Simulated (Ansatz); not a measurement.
`F[SiH](Cl)I` + H₂O → `O[SiH](F)I` + HCl at 298.15 K and 1 bar (formal hydrolysis of the Si–Cl bond).

Calculated with Ansatz (gas phase, PBE0-D4/def2-TZVP geometries, no zero-point term in ΔE). CBS: MP2 limit from def2 TZ/QZ plus the TZ coupled-cluster correction, frozen cores. This one scheme is used for every species. def2 core potentials past Kr. For I outer-core shells are correlated without core-valence functions, which leaves a few kJ/mol of doubt a bond. Each species was taken in one conformer, which may not be the lowest.

| species | CCSD(T)/CBS energy (Eh) | H − E (kJ/mol) | S (J/(mol·K)) |
| --- | --- | --- | --- |
| `F[SiH](Cl)I` | -1146.84711 | 54.4 | 332.3 |
| H₂O | -76.37941 | 66.4 | 188.7 |
| `O[SiH](F)I` | -762.85028 | 88.0 | 329.1 |
| HCl | -460.38127 | 26.6 | 186.8 |

H − E and S are ideal-gas, rigid-rotor, harmonic terms from PBE0-D4/def2-TZVP, for one conformer and one mirror image of each species. 1 Eh = 2625.50 kJ/mol, R = 8.31446 J/(mol·K).

Task: By hand: ΔE, ΔH, ΔS and ΔG.

Result: ΔE = (-762.85028) + (-460.38127) − (-1146.84711) − (-76.37941) = -0.00503 Eh = -13.2 kJ/mol. Δ(H − E) = 88.0 + 26.6 − 54.4 − 66.4 = -6.2, so ΔH = -19.4 kJ/mol. ΔS = 329.1 + 186.8 − 332.3 − 188.7 = -5.1 J/(mol·K). ΔG = -19.4 − 298.15 × (-5.1)/1000 = -17.9 kJ/mol.

Task: By hand: the equilibrium constant, and the temperature at which ΔG would vanish if ΔH and ΔS stayed fixed.

Result: log₁₀ K = −ΔG/(RT ln 10) = 3.1. ΔG = 0 at ΔH/ΔS = 3804 K, far beyond where these terms or the molecules hold.

The number of gas molecules stays the same, so ΔS is small and ΔH decides. A doubt of 5 kJ/mol in ΔE shifts log₁₀ K by 0.9 here. Other conformers and mirror images would add mixing entropy, several J/(mol·K) or more a flexible species. These are equilibria of isolated gas molecules and say nothing of rates. Largest T1 diagnostic: 0.010 (customary marks: 0.02 for closed shells, 0.045 for open ones).
